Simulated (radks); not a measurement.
The numbers below are computed, except where a source is named.
Problem. The mean radii <r> (bohr) of the occupied orbitals of an atom or ion are listed with their occupations. Level of theory: non-relativistic Kohn-Sham, r2SCAN, spin-unpolarised, spherical densities, point nucleus; meta-GGA in the generalised Kohn-Sham scheme (a radial shooting solver on a logarithmic mesh with Libxc functionals).

orbital  occ.      <r>
1s          2  0.05692
2s          2   0.2582
2p          6   0.2261
3s          2   0.7832
3p          6   0.8205
3d          7    1.011

Name the element and its charge.

Solution. Z = 27, cobalt, charge +2: Co2+ in [Ar] 3d7. The 1s radius gives Z: for a bare nucleus <r> = 1.5/Z, 0.05556 bohr for Z = 27, and screening makes it slightly larger (0.05692 here). The occupations add up to 25, and the charge is Z minus that.
